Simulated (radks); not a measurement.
Q: Species: S8+. Configuration: [He] 2s1 2p(1/2: 2, 3/2: 3) (not the ground configuration). Calculated with a radial shooting solver on a logarithmic mesh with Libxc functionals: Dirac Kohn-Sham, PBE, spin-unpolarised, spherical densities, finite nucleus; Fermi nuclear charge, rms radius 3.2611 fm. Some entries of the table are withheld. Estimate them.

orbital,occ.,eigenvalue (eV),r(max) (bohr),<1/r> (bohr^-1)
1s1/2,2,-2639.628,0.06323,15.68
2s1/2,1,-407.0356,0.3765,(1)
2p1/2,2,-357.5869,(2),3.173
2p3/2,3,-356.1073,(3),3.153

A: 
(1) 2s1/2 <1/r> (bohr^-1): 3.250
(2) 2p1/2 r(max) (bohr): 0.3098
(3) 2p3/2 r(max) (bohr): 0.3114
